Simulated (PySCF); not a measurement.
**Polarisability and C₆ of Ge⁺ (germanium, charge +1)**

[Ar] 3d10 4s2 4p1, 2P determinant. Calculation: PySCF 2.14, in aug-cc-pwCVTZ-PP with ECP10MDF (8s7p6d4f1g, 96 functions); a scalar-relativistic core potential. Coupled (time-dependent) response in atomic units; α is the mean over directions.

| method | mean α (bohr³) | α xx, yy, zz | C₆ (like pair) | S(−4) |
| --- | --- | --- | --- | --- |
| wB97M-V | 18.88 | 17.70, 21.24, 17.70 | 108.0 | 141.5 |

S(−4) is the Cauchy moment in α(ω) = α(0) + S(−4) ω² + …

Spin-orbit coupling is absent.

α(iu) at wB97M-V:

| u (hartree) | α(iu) (bohr³) |
| --- | --- |
| 0 | 18.88 |
| 0.0500 | 18.54 |
| 0.100 | 17.59 |
| 0.200 | 14.70 |
| 0.300 | 11.70 |
| 0.500 | 7.351 |
| 0.750 | 4.511 |
| 1.00 | 3.082 |
| 1.50 | 1.784 |
| 2.00 | 1.218 |
| 3.00 | 0.7203 |
| 5.00 | 0.3697 |

A single London oscillator, α(iu) = α/(1 + u²/ω²), gives C₆ = (3/4) ω α². Matching the computed C₆ needs ω = 4 × 108.0 / (3 × 18.88²) = 0.404 hartree.

For an ion, C₆ is the dispersion term alone; charge-induced terms of lower order in 1/R come first.

The components differ because the open shell of this determinant is not spherical; for a pure term their mean is the scalar polarisability.

Energies and moments cover only the electrons outside the core potential.
